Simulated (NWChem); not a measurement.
System: NaOH; SMILES [Na][OH]

Excerpt of the output:

```
             Northwest Computational Chemistry Package (NWChem) 7.3.0
             --------------------------------------------------------

                             Geometry "geometry" -> ""
                             -------------------------

 Output coordinates in angstroms (scale by  1.889725989 to convert to a.u.)

  No.       Tag          Charge          X              Y              Z
 ---- ---------------- ---------- -------------- -------------- --------------
    1 Na                  11.0000    -0.06623600    -0.95414300     0.00000000
    2 O                    8.0000     0.13276000     0.96455000     0.00000000
    3 H                    1.0000     0.23087700     1.91060700     0.00000000

 Effective nuclear repulsion energy (a.u.)      30.6129985209

  pbe96 is a nonlocal functional; adding pw91lda local functional.

                                 NWChem DFT Module
                                 -----------------

 Summary of "ao basis" -> "ao basis" (spherical)
 ------------------------------------------------------------------------------
       Tag                 Description            Shells   Functions and Types
 ---------------- ------------------------------  ------  ---------------------
 Na                        def2-tzvpd               13       35   5s5p3d
 O                         def2-tzvpd               14       40   6s4p3d1f
 H                         def2-tzvpd                5        9   3s2p

            General Information
            -------------------
          SCF calculation type: DFT
          Wavefunction type:  closed shell.
          No. of atoms     :     3
          No. of electrons :    20
           Alpha electrons :    10
            Beta electrons :    10
          Charge           :     0
          Spin multiplicity:     1
          Use of symmetry is: off; symmetry adaption is: off
          Maximum number of iterations: 150
          AO basis - number of functions:    84
                     number of shells:    32
          Convergence on energy requested:  1.00D-06
          Convergence on density requested:  1.00D-05
          Convergence on gradient requested:  5.00D-04

              XC Information
              --------------
          PerdewBurkeErnzerhof Exchange Functional  1.000
            Perdew 1991 LDA Correlation Functional  1.000 local
           PerdewBurkeErnz. Correlation Functional  1.000 non-local

             Grid Information
             ----------------
          Grid used for XC integration:  medium
          Radial quadrature: Mura-Knowles
          Angular quadrature: Lebedev.
          Tag              B.-S. Rad. Rad. Pts. Rad. Cut. Ang. Pts.
          ---              ---------- --------- --------- ---------
          Na                  1.80       88          15.0       434
          O                   0.60       49          13.0       434
          H                   0.35       45          13.0       434
          Grid pruning is: on
          Number of quadrature shells:   182
          Spatial weights used:  Erf1

      Superposition of Atomic Density Guess
      -------------------------------------

 Sum of atomic energies:        -237.13605214

      Non-variational initial energy
      ------------------------------

 Total energy =    -237.033932
 1-e energy   =    -392.009986
 2-e energy   =     124.363055
 HOMO         =      -0.475625
 LUMO         =      -0.058550

   convergence    iter        energy       DeltaE   RMS-Dens  Diis-err
 ---------------- ----- ----------------- --------- --------- ---------
 d= 0,ls=0.0,diis     1   -237.8336397949 -2.68D+02  4.88D-02  1.24D+00
 d= 0,ls=0.5,diis     2   -233.3025290423  4.53D+00  1.03D-02  1.59D+01
 d= 0,ls=0.5,diis     3   -234.8180690905 -1.52D+00  6.91D-03  1.23D+01
 d= 0,ls=0.5,diis     4   -235.9265784741 -1.11D+00  1.11D-02  8.59D+00
 d= 0,ls=0.5,diis     5   -236.5464654510 -6.20D-01  9.10D-03  5.11D+00
 d= 0,ls=0.5,diis     6   -237.0166389907 -4.70D-01  2.45D-02  1.94D+00
 d= 0,ls=0.5,diis     7   -237.7075877230 -6.91D-01  1.54D-03  2.64D+00
  Resetting Diis
 d= 0,ls=0.5,diis     8   -237.6597148567  4.79D-02  7.62D-04  3.07D+00
 d= 0,ls=0.5,diis     9   -237.6312594251  2.85D-02  1.75D-02  3.33D+00
 d= 0,ls=0.5,diis    10   -237.6891339589 -5.79D-02  4.01D-03  3.53D+00
 d= 0,ls=0.5,diis    11   -237.9035554246 -2.14D-01  2.56D-03  7.02D-01
 d= 0,ls=0.5,diis    12   -237.9559252703 -5.24D-02  1.54D-03  1.15D-01
 d= 0,ls=0.5,diis    13   -237.9659904691 -1.01D-02  6.78D-04  1.53D-02
 d= 0,ls=0.5,diis    14   -237.9676363279 -1.65D-03  2.94D-04  2.16D-03
 d= 0,ls=0.5,diis    15   -237.9679408531 -3.05D-04  1.27D-04  4.54D-04
 d= 0,ls=0.5,diis    16   -237.9680177545 -7.69D-05  7.50D-05  2.14D-04
 d= 0,ls=0.5,diis    17   -237.9680504813 -3.27D-05  5.19D-05  1.21D-04
 d= 0,ls=0.5,diis    18   -237.9680682990 -1.78D-05  3.67D-05  6.30D-05
 d= 0,ls=0.5,diis    19   -237.9680784637 -1.02D-05  2.68D-05  2.81D-05
 d= 0,ls=0.5,diis    20   -237.9680833560 -4.89D-06  1.92D-05  1.74D-05
 d= 0,ls=0.5,diis    21   -237.9680862963 -2.94D-06  1.41D-05  1.02D-05
 d= 0,ls=0.5,diis    22   -237.9680880466 -1.75D-06  1.07D-05  5.80D-06
 d= 0,ls=0.5,diis    23   -237.9680890890 -1.04D-06  8.16D-06  3.25D-06
 d= 0,ls=0.5,diis    24   -237.9680897020 -6.13D-07  6.34D-06  1.86D-06

         Total DFT energy =     -237.968090066168
      One electron energy =     -394.506384033505
           Coulomb energy =      149.183114100627
    Exchange-Corr. energy =      -23.257818654146
 Nuclear repulsion energy =       30.612998520856

 Numeric. integr. density =       19.999999003658

                       DFT Final Molecular Orbital Analysis
                       ------------------------------------

 Vector    8  Occ=2.000000D+00  E=-2.896576D-01
              MO Center=  1.3D-01,  9.8D-01, -2.0D-09, r^2= 8.9D-01
   Bfn.  Coefficient  Atom+Function         Bfn.  Coefficient  Atom+Function
  ----- ------------  ---------------      ----- ------------  ---------------
    43      0.382386  2 O  py                46      0.289381  2 O  py
    41     -0.274086  2 O  s                 77      0.251485  3 H  s
    40     -0.246552  2 O  s                 78      0.231854  3 H  s
    76      0.162545  3 H  s                 39     -0.155986  2 O  s
    49      0.154627  2 O  py                38     -0.109151  2 O  s

 Vector    9  Occ=2.000000D+00  E=-1.403931D-01
              MO Center=  1.3D-01,  9.6D-01, -2.4D-07, r^2= 9.9D-01
   Bfn.  Coefficient  Atom+Function         Bfn.  Coefficient  Atom+Function
  ----- ------------  ---------------      ----- ------------  ---------------
    42      0.442258  2 O  px                45      0.363390  2 O  px
    48      0.299982  2 O  px                51      0.091408  2 O  px
    15      0.051499  1 Na px                 6     -0.049956  1 Na px
    43     -0.045871  2 O  py                46     -0.037691  2 O  py
    49     -0.031112  2 O  py                82      0.029094  3 H  px

 Vector   10  Occ=2.000000D+00  E=-1.403929D-01
              MO Center=  1.3D-01,  9.6D-01,  3.1D-09, r^2= 1.0D+00
   Bfn.  Coefficient  Atom+Function         Bfn.  Coefficient  Atom+Function
  ----- ------------  ---------------      ----- ------------  ---------------
    44      0.444526  2 O  pz                47      0.365250  2 O  pz
    50      0.301510  2 O  pz                53      0.091635  2 O  pz
    17      0.052020  1 Na pz                 8     -0.050320  1 Na pz
    84      0.029311  3 H  pz                81      0.027142  3 H  pz

 Vector   11  Occ=0.000000D+00  E=-6.529169D-02
              MO Center= -1.6D-01, -1.9D+00, -4.4D-07, r^2= 5.6D+00
   Bfn.  Coefficient  Atom+Function         Bfn.  Coefficient  Atom+Function
  ----- ------------  ---------------      ----- ------------  ---------------
    41      0.556852  2 O  s                  5      0.404742  1 Na s
    16     -0.386206  1 Na py                 4      0.268440  1 Na s
    78     -0.261833  3 H  s                 13     -0.220929  1 Na py
     3     -0.209596  1 Na s                 39     -0.108311  2 O  s
    83      0.103721  3 H  py                 7      0.092208  1 Na py

 Vector   12  Occ=0.000000D+00  E= 5.012942D-04
              MO Center= -9.9D-02, -1.3D+00,  3.8D-08, r^2= 2.1D+01
   Bfn.  Coefficient  Atom+Function         Bfn.  Coefficient  Atom+Function
  ----- ------------  ---------------      ----- ------------  ---------------
    20      0.648102  1 Na pz                14      0.425177  1 Na pz
    53     -0.216678  2 O  pz                17      0.185587  1 Na pz
    44     -0.075206  2 O  pz                 8     -0.071660  1 Na pz
    47     -0.064516  2 O  pz                50     -0.056598  2 O  pz
    84      0.051065  3 H  pz                32     -0.047689  1 Na d -1

[...]

                                NWChem TDDFT Module
                                -------------------

            General Information
            -------------------
           No. of orbitals :     168
            Alpha orbitals :      84
             Beta orbitals :      84
        Alpha frozen cores :       0
         Beta frozen cores :       0
     Alpha frozen virtuals :       0
      Beta frozen virtuals :       0
         Spin multiplicity :       1
    Number of AO functions :      84
        Use of symmetry is : off
      Symmetry adaption is : off
         Schwarz screening :  0.10D-07

              XC Information
              --------------
   PerdewBurkeErnzerhof Exchange Functional   1.00
     Perdew 1991 LDA Correlation Functional   1.00 local
    PerdewBurkeErnz. Correlation Functional   1.00 non-local

             TDDFT Information
             -----------------
          Calculation type : Tamm-Dancoff TDDFT
         Wavefunction type : Restricted singlets
          No. of electrons :      20
           Alpha electrons :      10
            Beta electrons :      10
              No. of roots :       6
          Max subspacesize :    5200
            Max iterations :     100
               Target root :       1
           Target symmetry : none
      Symmetry restriction : off
                 Algorithm : Optimal
        Davidson threshold :  0.10D-03

    6 smallest eigenvalue differences (eV)
--------------------------------------------------------
  No. Spin  Occ  Vir  Irrep   E(Occ)    E(Vir)   E(Diff)
--------------------------------------------------------
    1    1   10   11 a        -0.140    -0.065     2.044
    2    1    9   11 a        -0.140    -0.065     2.044
    3    1   10   12 a        -0.140     0.001     3.834
    4    1    9   12 a        -0.140     0.001     3.834
    5    1   10   13 a        -0.140     0.001     3.834
    6    1    9   13 a        -0.140     0.001     3.834
--------------------------------------------------------

  Entering Davidson iterations
  Restricted singlet excited states

  Iter   NTrls   NConv    DeltaV     DeltaE      Time
  ----  ------  ------  ---------  ---------  ---------
    1      6       0     0.15E+00   0.10+100        4.1
    2     12       1     0.12E-01   0.19E-01        3.8
    3     17       3     0.14E-02   0.60E-03        3.5
    4     20       5     0.28E-03   0.17E-05        3.2
    5     21       6     0.45E-04   0.52E-07        2.8
  ----  ------  ------  ---------  ---------  ---------
  Convergence criterion met

  Ground state a        -237.968090066168 a.u.

  ----------------------------------------------------------------------------
  Root   1 singlet a              0.075081406 a.u.                2.0431 eV
  ----------------------------------------------------------------------------
     Transition Moments    X  0.00396   Y -0.00041   Z -0.46335
     Dipole Oscillator Strength                    0.0107469137
     Electric Quadrupole                           0.0000000002
     Magnetic Dipole                               0.0000000277
     Total Oscillator Strength                     0.0107469416

     Occ.   10  a   ---  Virt.   11  a        0.99962
  ----------------------------------------------------------------------------
  Root   2 singlet a              0.075117810 a.u.                2.0441 eV
  ----------------------------------------------------------------------------
     Transition Moments    X -0.45652   Y  0.04676   Z -0.00394
     Dipole Oscillator Strength                    0.0105473853
     Electric Quadrupole                           0.0000000002
     Magnetic Dipole                               0.0000000274
     Total Oscillator Strength                     0.0105474129

     Occ.    9  a   ---  Virt.   11  a        0.99963
  ----------------------------------------------------------------------------
  Root   3 singlet a              0.139515374 a.u.                3.7964 eV
  ----------------------------------------------------------------------------
     Transition Moments    X -0.00000   Y -0.00000   Z  0.00011
     Dipole Oscillator Strength                    0.0000000012
     Electric Quadrupole                           0.0000000288
     Magnetic Dipole                               0.0000000000
     Total Oscillator Strength                     0.0000000300

     Occ.    9  a   ---  Virt.   12  a        0.68872
     Occ.   10  a   ---  Virt.   13  a        0.72485
  ----------------------------------------------------------------------------
  Root   4 singlet a              0.139516214 a.u.                3.7964 eV
  ----------------------------------------------------------------------------
     Transition Moments    X -0.00037   Y -0.00459   Z  0.00000
     Dipole Oscillator Strength                    0.0000019701
     Electric Quadrupole                           0.0000000288
     Magnetic Dipole                               0.0000000000
     Total Oscillator Strength                     0.0000019989

     Occ.    9  a   ---  Virt.   13  a        0.70786
     Occ.   10  a   ---  Virt.   12  a       -0.70616
  ----------------------------------------------------------------------------
  Root   5 singlet a              0.140896877 a.u.                3.8340 eV
  ----------------------------------------------------------------------------
     Transition Moments    X -0.00000   Y  0.00000   Z  0.00018
     Dipole Oscillator Strength                    0.0000000031
     Electric Quadrupole                           0.0000000000
     Magnetic Dipole                               0.0000000000
     Total Oscillator Strength                     0.0000000031

     Occ.    9  a   ---  Virt.   12  a        0.72494
     Occ.   10  a   ---  Virt.   13  a       -0.68881
  ----------------------------------------------------------------------------
  Root   6 singlet a              0.148052213 a.u.                4.0287 eV
  ----------------------------------------------------------------------------
     Transition Moments    X  0.04537   Y  0.41133   Z  0.00002
     Dipole Oscillator Strength                    0.0169030479
     Electric Quadrupole                           0.0000000169
     Magnetic Dipole                               0.0000000000
     Total Oscillator Strength                     0.0169030649

     Occ.    8  a   ---  Virt.   11  a        0.05952
     Occ.    9  a   ---  Virt.   13  a        0.68453
     Occ.    9  a   ---  Virt.   17  a       -0.11981
     Occ.    9  a   ---  Virt.   21  a       -0.10833
     Occ.   10  a   ---  Virt.   12  a        0.68576
     Occ.   10  a   ---  Virt.   16  a       -0.12078
     Occ.   10  a   ---  Virt.   20  a       -0.10866

              Target root =      1
          Target symmetry = none
      Ground state energy =   -237.968090066168
        Excitation energy =      0.075081405995
     Excited state energy =   -237.893008660173

  stored tddft:energy   -237.89300866017308
```

Level: PBE/def2-TZVPD, TDA. Structure relaxed at the PBE0-D3(BJ)/def2-TZVP level.

Q: Reconstruct the input file.

A: Several could match; the one computed here: the input that was run:
```
start job
memory heap 200 mb stack 900 mb global 1100 mb
geometry units angstroms noautosym nocenter noautoz
  Na    -0.066236    -0.954143     0.000000
  O      0.132760     0.964550     0.000000
  H      0.230877     1.910607     0.000000
end
basis spherical
  * library def2-tzvpd
end
dft
  xc xpbe96 cpbe96
  iterations 150
end
tddft
  cis
  nroots 6
  notriplet
end
task tddft energy
```
